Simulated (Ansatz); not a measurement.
Start from `CC(=N)BCl` and change one atom or group to get `CC(=N)C=O`.

Ansatz, PBE0-D4/def2-TZVP geometries, multiplicity 1. Each molecule was computed in one conformer, which needn't be the lowest.

```
                             property  `CC(=N)BCl`
  HOMO energy (B3LYP/def2-TZVPP) / eV        -7.45
LUMO energy (ωB97M-V/def2-TZVPP) / eV        -0.22
HOMO–LUMO gap (B3LYP/def2-TZVPP) / eV         4.90
    HOMO energy (PBE/def2-TZVPP) / eV        -6.16
   LUMO energy (PBE0/def2-TZVPP) / eV        -2.35
    LUMO energy (PBE/def2-TZVPP) / eV        -3.33
```

Task: Give the same properties after the change, and the shifts. (An estimate is asked.)

Result: Computed: 
```json
{"property": "HOMO energy (B3LYP/def2-TZVPP) / eV", "`CC(=N)C=O`": "-7.50", "shift": "-0.05"}
{"property": "LUMO energy (ωB97M-V/def2-TZVPP) / eV", "`CC(=N)C=O`": "-0.08", "shift": "0.14"}
{"property": "HOMO–LUMO gap (B3LYP/def2-TZVPP) / eV", "`CC(=N)C=O`": "4.85", "shift": "-0.05"}
{"property": "HOMO energy (PBE/def2-TZVPP) / eV", "`CC(=N)C=O`": "-6.16", "shift": "0.00"}
{"property": "LUMO energy (PBE0/def2-TZVPP) / eV", "`CC(=N)C=O`": "-2.39", "shift": "-0.04"}
{"property": "LUMO energy (PBE/def2-TZVPP) / eV", "`CC(=N)C=O`": "-3.47", "shift": "-0.14"}
```

B3LYP here is the variant with VWN-RPA as its local correlation; programs differ in this.
